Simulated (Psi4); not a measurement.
Dimer: H2S (SMILES S) (first 3 atoms) with H2Se (SMILES [SeH2]); geometry from B3LYP-D3(BJ)/def2-TZVP, rigid monomers moved along the line of their centres of mass till S1···Se4 is 3.32 Å.
(charge 0, multiplicity 1):
```xyz
6

S     -0.233    -0.231    -0.083
H      0.582     0.817     0.118
H     -1.302     0.433     0.387
Se     0.140     0.126     3.193
H      0.357    -0.104     4.632
H      0.350    -1.294     2.884
```

Level of theory: Psi4 with SAPT0/aug-cc-pVDZ.

Give the four SAPT terms and the total, and say what mostly holds the pair together.

electrostatics -25.3, exchange 44.0, induction -6.1, dispersion -15.8, total -3.2 kJ/mol; the largest attraction is electrostatics.
